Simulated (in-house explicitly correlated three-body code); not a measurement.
Computed with an exponentially correlated three-body code. Model: two electrons around a point charge, non-relativistic, variational in 260 exponentially correlated functions (energies converged to about 1e-7 hartree, or 1e-8 relative for large Z).

Command:
```bash
python run_hyl.py task.json out
```
Settings (lengths in bohr, energies in hartree):
```
Z                      14
screening              8.4
interaction_strength   1
functions              260
states_tried           1
```

Run time, properties included: 21 s on 1 thread of Arm Neoverse N1, with other jobs on the host.

**Ground state only, binding against the one-electron ion.**

Given: nuclear charge 14; Yukawa screening of all interactions 8.4 1/bohr.

Computed: one-electron threshold -20.8026379 hartree.

```tsv
term	energy (hartree)	binding (eV)
1 1S	-39.1617699	499.58
```

**Converged states only, values per electron or pair (inverse distances are <exp(-kr)/r>).**

```csv
term,mean r (bohr),mean r squared (bohr²),mean inverse r (1/bohr),mean r12 (bohr),mean inverse r12 (1/bohr),mean cosine,mean p1 dot p2 (bohr⁻²),delta r1 (bohr⁻³),delta r12 (bohr⁻³)
1 1S,0.14575,0.030297,5.925,0.21651,2.3443,-0.0070494,0.83564,547.71,50.027
```
